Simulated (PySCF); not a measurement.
Species: C6H5FNO (doublet state).
Geometry (GFN2-xTB, Å), atoms numbered from 1 in this order:
```xyz
14
C6H5FNO angstrom
N      0.5465    3.4644   -0.1598
C      0.4458    2.3184   -0.0694
C      0.3093    0.9439    0.0438
C      1.4027    0.0747   -0.0072
C      1.2177   -1.2706    0.1212
O     -0.0012   -1.8636    0.1934
C     -1.0845   -1.0889   -0.1975
F     -1.1220   -1.0756   -1.5781
C     -1.0482    0.3544    0.2980
H      2.3994    0.4661   -0.1268
H      2.0189   -1.9885    0.1799
H     -1.9884   -1.6229    0.1247
H     -1.8275    0.9209   -0.2157
H     -1.2694    0.3670    1.3714
```

The species is `N#C[C]1C=CO[C@H](F)C1` [radical].

Computed, not measured: PySCF 2.14.0, UKS B3LYP, pcH-1 on C F H N O, non-relativistic, mean-field spin-orbit, GIAO. The structure is a single GFN2-xTB conformer in the gas phase; no vibrational or solvent corrections. A GFN2-xTB geometry isn't a minimum of the functional, and hyperfine couplings can be far from their values at a DFT geometry. No stability test was run, so a lower SCF solution isn't excluded. ⟨S²⟩ is 0.774 where a pure state has 0.75.

Principal values of hyperfine tensors in MHz (contact and dipolar terms together), for some of the nuclei:

| atom | isotope | A1 | A2 | A3 |
| --- | --- | --- | --- | --- |
| H14 | 1H | 73.07 | 74.73 | 80.79 |
| C3 | 13C | 4.61 | 5.84 | 145.52 |
| C5 | 13C | 1.82 | 3.69 | 120.64 |
| C2 | 13C | -55.02 | -43.00 | -27.35 |
| C4 | 13C | -60.43 | -30.57 | -26.49 |
| H11 | 1H | -52.11 | -34.69 | -13.46 |
| H13 | 1H | 26.55 | 27.31 | 34.46 |
| C9 | 13C | -20.26 | -19.33 | -18.39 |

Q: Give the isotropic coupling of each nucleus in MHz and in mT (g = 2.0030), and the anisotropic part.

A: a_iso = (A1 + A2 + A3)/3, Ti = Ai − a_iso; 1 mT corresponds to 28.035 MHz.

```json
{"atom": "H14", "a_iso (MHz)": "76.20", "a_iso (mT)": "2.718", "T1": "-3.13", "T2": "-1.46", "T3": "4.59"}
{"atom": "C3", "a_iso (MHz)": "51.99", "a_iso (mT)": "1.854", "T1": "-47.38", "T2": "-46.15", "T3": "93.53"}
{"atom": "C5", "a_iso (MHz)": "42.05", "a_iso (mT)": "1.500", "T1": "-40.23", "T2": "-38.36", "T3": "78.59"}
{"atom": "C2", "a_iso (MHz)": "-41.79", "a_iso (mT)": "-1.491", "T1": "-13.23", "T2": "-1.21", "T3": "14.44"}
{"atom": "C4", "a_iso (MHz)": "-39.16", "a_iso (mT)": "-1.397", "T1": "-21.27", "T2": "8.59", "T3": "12.68"}
{"atom": "H11", "a_iso (MHz)": "-33.42", "a_iso (mT)": "-1.192", "T1": "-18.69", "T2": "-1.27", "T3": "19.96"}
{"atom": "H13", "a_iso (MHz)": "29.44", "a_iso (mT)": "1.050", "T1": "-2.89", "T2": "-2.13", "T3": "5.02"}
{"atom": "C9", "a_iso (MHz)": "-19.33", "a_iso (mT)": "-0.689", "T1": "-0.94", "T2": "-0.01", "T3": "0.94"}
```

Q: What spin density at the nucleus of C3 lies behind its contact coupling (g_N = 1.40482)?

A: a_FC = (2μ0/3) gₑ μB g_N μN ρ(0)/(2S·h) = 800.24 MHz × g_N × ρ(0)/(2S), with ρ in bohr⁻³. With a_FC = 51.99 MHz and 2S = 1, ρ(0) = 0.04625 bohr⁻³.

Q: F8 (19F, g_N = 5.25774) isn't in the table. Its spin density at the nucleus is 0.003284 bohr⁻³. What is its contact coupling?

A: By the same relation, a_FC = 13.82 MHz. Its full tensor has the principal values 3.61, 6.74, 31.10 MHz.

Q: Which nucleus of the table has the largest anisotropic coupling, and what is its form?

A: C3: -47.4, -46.1, 93.5 MHz, axial, in the ratio −1:−1:+2, the form that spin in one p orbital centred on that nucleus gives.

Q: In a single crystal, with the field along each principal axis of the tensor of H14 in turn, what first-order splitting does this nucleus give (isotropic g, quadrupole terms neglected)?

A: 2 lines (I = 1/2), spaced by |A_i|/(g × 13.996): 2.61, 2.67, 2.88 mT along the axes of A1, A2 and A3.
